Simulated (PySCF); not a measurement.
CH10N2OSi3.
Cartesian coordinates in Å at the GFN2-xTB level; atoms count from 1:
```
atom  x, y, z in Å
C1    -1.5070    2.1644   -1.3282
N2    -1.4027    0.7885   -0.9140
Si3    0.0635   -0.1207   -0.9765
Si4   -0.1125   -2.3732   -0.4109
O5     1.1606   -2.0755    0.6061
Si6    1.6654   -0.4755    0.6985
N7     1.4281    0.2513    2.2486
H8    -0.8066    2.3344   -2.1418
H9    -1.2739    2.8685   -0.5219
H10   -2.5165    2.3737   -1.6883
H11   -2.0773    0.5678   -0.1963
H12    0.6310    0.2666   -2.2853
H13    0.3448   -3.4137   -1.3298
H14   -1.1787   -2.9225    0.4347
H15    3.1163   -0.5625    0.5621
H16    1.9700   -0.0962    3.0246
H17    0.4884    0.4368    2.5615
```

NICS = −σ at a ghost point: NICS(0) at the centroid of the ring atoms, NICS(1) 1 Å to either side along the normal of their mean plane, zz for the tensor component along that normal. Level: GIAO PBE0/pcSseg-1 (PySCF, non-relativistic, gas phase) on the GFN2-xTB geometry, one conformer.

Ring bond lengths (Å), with Mayer bond orders in brackets: Si3–Si4 2.329 (0.89), Si4–O5 1.656 (0.94), O5–Si6 1.680 (0.90), Si6–Si3 2.345 (0.78).

Task: Give the NICS values of each ring in ppm.

Result: 
```tsv
ring	type	NICS(0)	NICS(1), two faces	NICS(1)zz, two faces	rms pucker (Å)	centre to ring atoms, mean (Å)
Si3–Si4–O5–Si6	4-membered ring with O and 3 Si; formal bonds all single	-2.6	-3.2 / -0.6	-1.9 / 3.2	0.03	1.40
```

Task: What can be read from them?

Result: 
- Si3–Si4–O5–Si6: mean NICS(1)zz 0.7 ppm, near zero. Si3, Si4, Si6 have four or more neighbours, and the NICS criterion for π rings isn't applied. The two faces differ by 5.1 ppm, so no symmetry operation interchanges them.

Task: List the ring angles and the Hirshfeld charges of the ring atoms.

Result: 
- Si3–Si4–O5–Si6: Si3 74.4° (+0.213 e), Si4 85.3° (+0.291 e), O5 115.8° (-0.338 e), Si6 84.2° (+0.329 e); sum 359.8° against 360° for a flat convex ring.

Task: How shielded are the nuclei of the rings and their hydrogens (means over atoms taken as equivalent)?

Result: 
| atoms | environment | σ isotropic (ppm) | principal values of the symmetric part, first atom (ppm) |
| --- | --- | --- | --- |
| Si3 | SiH silicon | 335.9 | 245.4, 362.2, 400.0 |
| Si4 | oxygen-bound silicon | 361.0 | 294.8, 328.6, 459.5 |
| O5 | siloxane oxygen | 203.4 | 53.5, 253.7, 302.8 |
| Si6 | oxygen-bound silicon | 348.3 | 291.4, 338.3, 415.3 |
| H12 | Si–H hydrogen | 25.78 | 23.0, 25.5, 28.9 |
| H13 | Si–H hydrogen | 26.19 | 23.1, 24.5, 30.9 |
| H14 | Si–H hydrogen | 26.00 | 23.0, 24.4, 30.6 |
| H15 | Si–H hydrogen | 26.54 | 22.9, 24.9, 31.7 |
